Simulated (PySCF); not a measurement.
An unknown is described by computed data only.

Formula: C3H11FSi2.

| Quantity | Value |
| --- | --- |
| UV, first state | lowest singlet excitation: 6.47 eV (192 nm, f = 0.023) [TDDFT CAM-B3LYP/def2-SVPD] |
| 13C NMR | chemical shifts (computed TMS as zero) by class: 13.6 (1 C), 6.9 (1 C), -11.5 (1 C) ppm [GIAO PBE0/pcSseg-1] |
| Triplet | lowest triplet excitation (Tamm–Dancoff): 5.75 eV [TDA CAM-B3LYP/def2-SVPD] |
| Rotational structure | rotational constants A, B, C: 3.013, 1.308, 0.989 GHz [GFN2-xTB] |
| Dipole | 1.62 D [CAM-B3LYP/def2-SVPD] |
| Polarisability | 91.3 au [CAM-B3LYP/def2-SVPD] |
| 1H NMR | chemical shifts (computed TMS as zero) by class: 5.63 (1 H), 3.93 (1 H), 3.81 (1 H), 1.41 (1 H), 1.13 (1 H), 0.89 (3 H), 0.31 (3 H) ppm [GIAO PBE0/pcSseg-1] |

The electronic properties come from PySCF, for the isolated species, density fitting. Levels stand in brackets. Geometry: GFN2-xTB, one conformer, isolated molecule. NMR values are class means; diastereotopic atoms form classes of their own.

Q: Propose a structure and show how it fits.

A: Numbering: `[CH3:1][CH2:2][Si@H:3]([F:4])[SiH2:5][CH3:6]`. Its formula, C3H11FSi2, gives 0 degrees of unsaturation, so no ring and no π bond. 3 carbons fall into 3 classes; from least to most shielded: sp3 carbon bound to silicon [C2] (13.6 ppm), methyl carbon [C1] (6.9 ppm), Si-methyl carbon [C6] (-11.5 ppm). Hydrogen classes from least to most shielded: 1 H on a fluorine-bound silicon, Si3 (5.63 ppm), 1 H on an SiH2 silicon, Si5 (3.93 ppm), 1 H on an SiH2 silicon, Si5 (3.81 ppm), 1 H on an sp3 carbon bound to silicon, C2 (1.41 ppm), 1 H on an sp3 carbon bound to silicon, C2 (1.13 ppm), 3 H on a methyl carbon, C1 (0.89 ppm, a mean of values up to 0.7 ppm apart in this geometry), 3 H on an Si-methyl carbon, C6 (0.31 ppm). The optimised geometry has point group C1 and is an asymmetric top. Structure: `CC[Si@H](F)[SiH2]C`. Computed isomers that give other values at the same levels: `CC([SiH3])([SiH3])CF` (rotational constant A: 2.074 GHz; this holds for the one conformer computed); `CC[SiH2][C@@H](F)[SiH3]` (13C chemical shifts (computed TMS as zero) by class: 81.2 (1 C), 11.0 (1 C), 4.4 (1 C) ppm); `C[SiH2]C[C@@H](F)[SiH3]` (13C chemical shifts (computed TMS as zero) by class: 91.5 (1 C), 21.9 (1 C), -4.5 (1 C) ppm). The assignments are read from this structure; whether some other isomer fits the data as well wasn't checked. The mirror image fits equally.

Conformer computed: `[CH3:1][CH2:2][Si@H:3]([F:4])[SiH2:5][CH3:6]`: C1–C2–Si3–F4 -179°, C2–Si3–Si5–C6 173°.
